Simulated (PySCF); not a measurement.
## Spin states of TeSe

Unrestricted PBE0; PySCF, scalar-relativistic core potentials, basis sets Te cc-pVTZ-PP with ECP28, Se cc-pVTZ-PP with ECP10. Outer shells of the fragments: Te 4d10 5s2 5p4; Se 3d10 4s2 4p4.

Followed along the bond (rough minima from three points):

```csv
2Ms+1,unpaired,⟨S²⟩ at the start,R at minimum (Å),Te (eV)
3,π ↑↑,2.01,2.36,0.00
1,π ↑↓,1.01,2.36,0.21
1,none,0.00,2.36,0.89
5,"σ ↑, π ↑↑↑",6.01,none in the scan,≤ 3.01
```

Solutions found at the starting distance of 2.435 Å, counted from the lowest of them; the search is not exhaustive and high or unbound solutions are not listed, so other states can lie among these:

| 2Ms+1 | unpaired | term | E (eV) | ⟨S²⟩ | ⟨Lz²⟩ | μ (D) |
| --- | --- | --- | --- | --- | --- | --- |
| 3 | π ↑↑ | ³Σ⁻ | 0.00 | 2.01 | 0.00 | -0.97 |
| 1 | π ↑↓ | mixed | 0.21 | 1.01 | 2.02 | -0.96 |
| 1 | none | mixed | 0.89 | 0.00 | 2.01 | -0.92 |
| 3 | π ↑↑ | mixed | 1.89 | 2.01 | 2.02 | -0.31 |
| 3 | σ ↑, π ↑ | ³Π | 3.15 | 2.01 | 1.01 | -0.60 |
| 1 | σ ↓, π ↑ | mixed | 3.35 | 1.01 | 1.01 | -0.61 |

A term symbol is given only where ⟨S²⟩ and ⟨Lz²⟩ are close to those of a pure state; real π, δ and φ orbitals otherwise mix terms. A positive dipole means Te(−)Se(+).

Spin–orbit coupling is left out. Counting both spins, an empty level lies below a filled one in some of these solutions, because spin and occupation are held.
